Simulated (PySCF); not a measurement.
Excitations are Tamm–Dancoff values on a coarser integration grid. The basis has no diffuse functions, so Rydberg states are missing or too high.

Z-matrix (Å, degrees):
```
Si
C 1 1.7023
H 2 1.0834 1 123.08
H 2 1.0842 3 116.05 1 -179.99
H 1 1.4815 2 124.00 3 0.03
C 1 1.9106 5 115.44 2 -179.95
O 6 1.2037 1 121.91 5 -179.89
H 6 1.1152 7 120.03 1 179.97
```
Charge 0, spin multiplicity 1.

Question: Give the LUMO, HOMO–LUMO gap, T1 excitation (TDA), total energy and S1–T1 gap (TDA) at the level ωB97X-D3(BJ)/def2-TZVP // PBE0-D3(BJ)/def2-TZVP run with PySCF.

Answer: 
```json
{
 "LUMO": "-0.49 eV",
 "HOMO–LUMO gap": "8.60 eV",
 "T1 excitation (TDA)": "2.26 eV",
 "total_energy": "-12065.30 eV",
 "S1–T1 gap (TDA)": "0.79 eV"
}
```
